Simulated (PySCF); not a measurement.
**Al (aluminium, neutral) across methods**

[Ne] 3s1 3p2, 3s spin antiparallel (an excited configuration). Computed with PySCF 2.14 in x2c-TZVPPall (5s5p3d1f, 42 functions), with scalar relativity by spin-free X2C-1e. The B2PLYP total includes its PT2 part (frozen core); its orbital energies are those of the SCF part.

| method | E (hartree) | mean ε 2p β (eV) | mean ε 3s β (eV) | mean ε 3p α (eV) | Σ⟨r²⟩ (bohr²) | ⟨S²⟩ |
| --- | --- | --- | --- | --- | --- | --- |
| r2SCAN | -242.5823 | -73.300 | -8.610 | -3.808 | 36.89 | 1.750 |
| LDA | -241.5563 | -71.399 | -8.383 | -3.583 | 36.17 | 1.750 |
| PBE | -242.4849 | -71.330 | -8.241 | -3.637 | 36.17 | 1.750 |
| B2PLYP | -242.4888 | -81.294 | -10.085 | -4.643 | 37.18 | 1.750 |
| BLYP | -242.6303 | -71.266 | -8.171 | -3.373 | 36.06 | 1.750 |
| PW91 | -242.6023 | -71.478 | -8.282 | -3.658 | 36.08 | 1.750 |
| PBEsol | -241.9935 | -71.243 | -8.243 | -3.591 | 36.37 | 1.750 |
| UHF | -242.09128 | -89.830 | -11.480 | -5.553 | 38.83 | 1.750 |
| PBE0 | -242.4951 | -76.196 | -9.235 | -4.286 | 36.57 | 1.750 |

With the s spin flipped the determinant is a mixture of two multiplicities, not a spectroscopic state.
